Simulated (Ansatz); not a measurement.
One change: `C[N](C)[Zr]([F])([N](C)C)[N](C)C` becomes `C[N](C)[Zr]([I])([N](C)C)[N](C)C`.

Ansatz, PBE0-D4/def2-TZVP geometries, multiplicity 1. Each molecule was computed in one conformer, which needn't be the lowest.

Elements past krypton have def2 core potentials.

```csv
property,`C[N](C)[Zr]([F])([N](C)C)[N](C)C`
HOMO–LUMO gap (B3LYP/def2-TZVPP) / eV,5.81
LUMO energy (PBE/def2-TZVPP) / eV,-0.71
size of the dipole moment (PBE/def2-TZVPP) / D,2.03
HOMO–LUMO gap (PBE/def2-TZVPP) / eV,4.17
HOMO energy (PBE0/def2-TZVPP) / eV,-6.12
size of the dipole moment (B3LYP/def2-TZVPP) / D,2.07
```

Give the same properties after the change, and the shifts. (An estimate is asked.)

Ansatz gave: 
```json
{"property": "HOMO–LUMO gap (B3LYP/def2-TZVPP) / eV", "`C[N](C)[Zr]([I])([N](C)C)[N](C)C`": "5.72", "shift": "-0.09"}
{"property": "LUMO energy (PBE/def2-TZVPP) / eV", "`C[N](C)[Zr]([I])([N](C)C)[N](C)C`": "-1.17", "shift": "-0.46"}
{"property": "size of the dipole moment (PBE/def2-TZVPP) / D", "`C[N](C)[Zr]([I])([N](C)C)[N](C)C`": "4.01", "shift": "1.98"}
{"property": "HOMO–LUMO gap (PBE/def2-TZVPP) / eV", "`C[N](C)[Zr]([I])([N](C)C)[N](C)C`": "4.12", "shift": "-0.05"}
{"property": "HOMO energy (PBE0/def2-TZVPP) / eV", "`C[N](C)[Zr]([I])([N](C)C)[N](C)C`": "-6.47", "shift": "-0.35"}
{"property": "size of the dipole moment (B3LYP/def2-TZVPP) / D", "`C[N](C)[Zr]([I])([N](C)C)[N](C)C`": "4.00", "shift": "1.93"}
```

With PBE0 the HOMO falls by 0.35 eV and the LUMO falls by 0.47 eV, so the gap narrows by about 0.12 eV. PBE moves the HOMO by -0.40 eV and ωB97M-V by -0.27 eV. Dipoles are sizes alone; their direction can turn.

B3LYP here is the variant with VWN-RPA as its local correlation; programs differ in this.

Spin–orbit coupling is left out; it splits and shifts lone-pair levels of the heavy atoms by tenths of an eV.
